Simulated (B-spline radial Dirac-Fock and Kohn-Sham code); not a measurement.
Calculated with a radial B-spline solver, using Dirac-Fock ΔSCF + Breit + QED. Free neutral atoms.

**Question.** Order these X-ray lines by photon energy, lowest first.
A. Tb Kβ3
B. Ir Kα1
C. Sn Kβ2''
D. Tm Kα1
E. I Kβ2''
F. W Kβ2'

**Answer.** C (29097.2 eV), E (33023.0 eV), A (50226.6 eV), D (50738.6 eV), B (64891.6 eV), F (69090.4 eV).
